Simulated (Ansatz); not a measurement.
Harmonic frequencies (cm⁻¹) at PBE0-D4/def2-TZVP from Ansatz: 45, 76, 189, 248, 392, 525, 574, 631, 712, 737, 836, 887, 930, 936, 956, 963, 998, 1209, 2217, 2224, 2245, 2255, 2272, 3599.

Each molecule was computed in one conformer, which needn't be the lowest.

Task: Which molecule is it?
A. `Cl[SiH2][NH][GeH3]`
B. `N[SiH2][SiH2]Cl`
C. `[SiH3]N[SiH2]Cl`
D. `N[SiH]([SiH3])Cl`

Result: C.
